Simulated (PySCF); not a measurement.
# `InChI=1S/H8OSi4/c1-5-3-2-4-5/h1,5H,2-4H2`

Cartesian coordinates in Å; atom numbers follow the order of the lines, from 1:
```xyz
13

O    -0.120   -2.246    1.032
Si    0.623   -0.912    0.342
Si   -0.263    1.186    1.045
Si   -1.325    1.410   -1.066
Si   -0.243   -0.559   -1.835
H     0.056   -2.391    1.967
H     2.119   -1.006    0.446
H     0.772    2.240    1.297
H    -1.196    1.135    2.216
H    -2.812    1.261   -0.992
H    -0.994    2.659   -1.821
H     0.813   -0.292   -2.862
H    -1.152   -1.641   -2.327
```

Computed, not measured: GIAO OPBE/pcseg-1 magnetisability, rotational g tensor and spin-rotation constants, non-relativistic, gas phase in PySCF. Geometry: PBE0-D3(BJ)/def2-SVP.

(1) Give the nuclear spin-rotation constants along the inertial axes (H = +C I·J) beside the isotropic shieldings.

Results:

(1) Rotational constants 2.3035, 1.5921, 1.0783 GHz. A star marks the isotopologue with that one atom substituted, in its own axes.
```csv
atom,isotope,Caa (kHz),Cbb (kHz),Ccc (kHz),mean (kHz),σ (ppm)
H6,1H,-0.147,-0.107,-0.143,-0.132,31.6
H7,1H,-0.099,-0.125,0.030,-0.065,24.7
H8,1H,-0.202,-0.087,0.000,-0.096,27.2
H9,1H,-0.205,-0.054,-0.018,-0.092,27.0
H10,1H,-0.177,-0.149,0.031,-0.098,27.1
H11,1H,0.002,-0.149,-0.054,-0.067,27.3
H12,1H,-0.206,-0.085,0.003,-0.096,27.1
H13,1H,-0.201,-0.050,-0.018,-0.090,26.8
O1,17O*,-0.143,-0.025,-0.105,-0.091,324.9
Si2,29Si*,-1.588,-1.072,-0.730,-1.130,310.9
Si3,29Si*,-1.128,-0.879,-0.647,-0.885,420.2
Si4,29Si*,-1.272,-0.778,-0.579,-0.876,437.7
```
For the geometry as given, no vibrational averaging.
